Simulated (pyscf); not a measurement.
This saddle point was located with ωB97X-D3(BJ)/def2-SVP in PySCF.

```xyz
4

O      1.8408     0.7474    -0.5547
As     0.3999     0.6215    -1.5980
H      0.5152     1.1463    -0.0969
H     -0.0388    -0.8135    -1.2529
```
Charge 0, spin multiplicity 2.

Surface: doublet, charge 0. Lowest wavenumbers (cm⁻¹): 1742i, 700, 738, 851, 2047.

Q: Which two sides does it connect, and which bonds change?

A: HO–AsH• ⇌ •O–AsH₂, a hydrogen shift read from left to right: H–O broken and As–H formed. At CCSD(T)/def2-TZVPP + ΔMP2(QZVPP) it lies +2.56 eV from the left side and +1.09 eV from the right (each side as separated species at their lowest minima found). One saddle was located; it need not be the lowest between these sides. The CCSD(T) − MP2 part came from Ansatz, without density fitting, on the same reference. The frozen core leaves the outer d or s,p core shells of the metals and heavy elements correlated in the MP2 and CC values, and def2-TZVPP describes them poorly, which can shift differences by a few kcal/mol. Elements up to Kr have no core potential and no relativistic terms here.
